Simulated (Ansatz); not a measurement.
Pulling on the C1–Al2 bond in CH5Al (SMILES [CH3][AlH2]) (multiplicity 1 held, fragments rigid). Energies count from the point at 1.955 Å.
Geometry at that point (charge 0, multiplicity 1):
```xyz
7

C     -1.2351    -0.0945    -0.0008
Al     0.7144     0.0494    -0.0025
H     -1.6801     0.5444    -0.7695
H     -1.5925    -1.1140    -0.1561
H     -1.6392     0.2555     0.9557
H      1.3987     1.4781     0.0298
H      1.6360    -1.2390    -0.0221
```

Restricted levels (R-, RO-) in cc, def2 and unpolarised 6-31G sets keep to the state of the molecule at rest. Unrestricted levels (U-) break spin symmetry where that is lower. Active spaces are followed from a long bond inwards. Curves can end on different states.

Cores are frozen in the correlated methods.

Programs: Ansatz (Gaussian basis) for Hartree–Fock, density functionals and correlated methods. Each number belongs to the level named beside it.

Energies in kcal/mol.

```tsv
R (Å)	U-CCSD/cc-pV(D+d)Z	R-CCSDT(Q)/cc-pV(D+d)Z	SC-NEVPT2 on CASSCF(2,2)/cc-pV(D+d)Z	FIC-MRCISD+Q on CASSCF(2,2)/cc-pV(D+d)Z
1.564	50.6	50.7	50.4	50.6
1.759	9.8	9.9	9.9	9.8
1.955	0.0	0.0	0.0	0.0
2.150	4.3	4.1	4.0	4.1
2.346	14.6	14.2	14.0	14.2
2.639	33.4	32.4	32.3	32.5
2.932	52.1	49.6	49.8	49.7
3.421	75.2	70.5	71.4	70.5
3.910	83.9	81.3	82.7	81.2
4.496	86.1	85.8	87.6	85.8
5.278	86.7	87.1	89.1	87.3
6.256	86.8	87.3	89.4	87.5
```

Doubts at one or more of the structures used: a spin-contaminated determinant (U-CCSD/cc-pV(D+d)Z); T1 above 0.05 (U-CCSD/cc-pV(D+d)Z); a restricted determinant that unrestricted orbitals would lower (R-CCSDT(Q)/cc-pV(D+d)Z); other coupled-cluster roots lie near (R-CCSDT(Q)/cc-pV(D+d)Z).

Ansatz is a first-principles code.
